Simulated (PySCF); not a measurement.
## How methods differ on the ionisation energy of Sn+

Sn+ [Kr] 4d10 5s2 5p1 (2P) → Sn(2+) [Kr] 4d10 5s2 (1S), as a difference of total energies. All numbers are calculated (PySCF 2.14, a scalar-relativistic core potential, in aug-cc-pVTZ-PP with ECP28MDF (6s5p4d2f, 55 functions)). Correlated levels: valence: 4s2 4p6 4d10 frozen. The calculations carry no spin-orbit coupling.

```json
{"method": "UHF", "ionisation energy (eV)": "13.747", "error (eV)": "-0.535"}
{"method": "MP2 (valence)", "ionisation energy (eV)": "13.954", "error (eV)": "-0.328"}
{"method": "SCS-MP2 (valence)", "ionisation energy (eV)": "13.943", "error (eV)": "-0.339"}
{"method": "CCSD (valence)", "ionisation energy (eV)": "14.020", "error (eV)": "-0.262"}
{"method": "CCSD(T) (valence)", "ionisation energy (eV)": "14.038", "error (eV)": "-0.244"}
{"method": "CCSDT (valence)", "ionisation energy (eV)": "14.044", "error (eV)": "-0.238"}
```

Reference: 14.282 eV (measured; NIST levels, between the centres of gravity of the two terms).

Errors of the correlated levels include the incompleteness of this basis and the frozen core.
